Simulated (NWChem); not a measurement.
Molecule: C$_{3}$H$_{4}$BF$_{2}$N; SMILES FC=C=CB(F)N

```xyz
11

N      1.4241     1.4062     0.0860
B      0.0443     1.5469    -0.0412
F     -0.4791     2.7751    -0.1722
C     -0.9459     0.3236    -0.0372
C     -0.5667    -0.9126     0.1892
C     -0.1553    -2.1248     0.4712
F      0.2606    -2.9951    -0.4559
H      2.0537     2.1974     0.0853
H      1.8712     0.5040     0.1740
H     -2.0122     0.5135    -0.2296
H     -0.1295    -2.5300     1.4880
```
Atoms are numbered in this order, from 1.

Results from NWChem. Medium grid unless said otherwise, to which SCAN and Minnesota functionals are sensitive. Coordinates come from a PBE0/def2-SVP optimisation.

Q: Order these by “highest occupied level (eV)”, lowest first: PBE0/def2-SVP; PBE/def2-SVP; r2SCAN/def2-SVP; B3LYP/def2-SVP; TPSSh/def2-SVP.

A: PBE0/def2-SVP (-7.26), B3LYP/def2-SVP (-6.98), TPSSh/def2-SVP (-6.49), r2SCAN/def2-SVP (-6.21), PBE/def2-SVP (-5.87)
